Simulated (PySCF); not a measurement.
Ni²³⁺: fine-structure interval

Ni²³⁺ [He] 2s2 2p1 [2p1/2^1, M_J = 1/2] → Ni²³⁺ [He] 2s2 2p1 [2p3/2^1, M_J = 3/2], as a difference of total energies. All numbers are calculated (PySCF 2.14, the two-component X2C-1e Hamiltonian, in an even-tempered Gaussian basis (17 s from 6.6 bohr⁻², ratio 2.4; 11 p from 8.6 bohr⁻², ratio 2.4; 5 d from 29 bohr⁻², ratio 2.6; 4 f from 44 bohr⁻², ratio 2.6)). Correlated levels: nothing frozen; the 28 highest virtual spinors dropped. "Screened" scales the spin-orbit matrix elements by Boettger's factors to mimic the two-electron term; Breit and QED terms are absent.

```json
{"method": "GHF (screened spin-orbit)", "fine-structure interval (cm⁻¹)": "171520"}
{"method": "GMP2 (screened spin-orbit)", "fine-structure interval (cm⁻¹)": "169710"}
{"method": "GHF (bare spin-orbit)", "fine-structure interval (cm⁻¹)": "184830"}
```
